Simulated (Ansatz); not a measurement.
Molecule: CuF$_{2}$ (charge -1, singlet). 
Structure (B3LYP-D3(BJ)/def2-TZVP (Ansatz, a first-principles code) minimum search):
```xyz
3

Cu     0.0000     0.0000     0.0000
F      0.0000     0.0000    -1.8116
F      0.0000     0.0000     1.8116
```
Charge -1, spin multiplicity 1.

Basis-set convergence of Hartree-Fock and CCSD correlation energies (hartree) with Ansatz. Valence correlation only, unless marked. Spin-orbit coupling is left out. The frozen core is the preceding noble-gas configuration, with the filled d and f shells of earlier blocks. No relativistic terms. This anion needs diffuse functions, which these sets lack.

The Hartree-Fock reference is unstable (checked in the largest basis), which strains HF and MP2. The T1 diagnostic of CCSD in the largest basis is 0.026, which is high, so the coupled-cluster rows are less sure than usual.

| basis | functions | E(HF) | E(corr, CCSD) |
|---|---|---|---|
| def2-SVP | 59 | -1837.48191 | -0.67512 |
| def2-TZVPP | 126 | -1837.98687 | -0.98144 |
| def2-QZVPP | 214 | … | … |

Problem. What belongs in the gaps?

Solution. 
- def2-QZVPP, E(HF): -1838.03872
- def2-QZVPP, E(corr, CCSD): -1.05920
